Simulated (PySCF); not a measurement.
**Run times: molybdenum in x2c-QZVPPall-2c**

Measured wall times of calculations with PySCF 2.14 in x2c-QZVPPall-2c (13s12p9d3f2g, 133 functions), with two-component X2C-1e, run from one Python driver. Hardware: 1 thread of Neoverse-V1 on a shared host, 3 GiB allowed. The two-electron integrals over 133 functions were computed once and kept in memory (8.1 CPU seconds with the set-up); the times below exclude them.

Launch command (the driver calls PySCF for each step listed in the task file):

```bash
OMP_NUM_THREADS=1 python sorun2.py TASK.json OUT
```

| species | step | iterations | wall time (s) |
| --- | --- | --- | --- |
| Mo(3+) [Kr] 4d3 | GHF, spin-free | 8 | 15 |
| Mo(3+) [Kr] 4d3 | GMP2 (11 electrons), spin-free |  | 3.4 |
| Mo(3+) [Kr] 4d3 | GHF, screened spin-orbit | 15 | 54 |
| Mo(3+) [Kr] 4d3 | GMP2 (11 electrons), screened spin-orbit |  | 1.9 |
| Mo(4+) [Kr] 4d2 | GHF, spin-free | 7 | 13 |
| Mo(4+) [Kr] 4d2 | GMP2 (10 electrons), spin-free |  | 1.6 |
| Mo(4+) [Kr] 4d2 | GHF, screened spin-orbit | 16 | 43 |
| Mo(4+) [Kr] 4d2 | GMP2 (10 electrons), screened spin-orbit |  | 1.6 |

Peak memory of the process: 0.63 GiB. Times on a shared host vary from run to run.
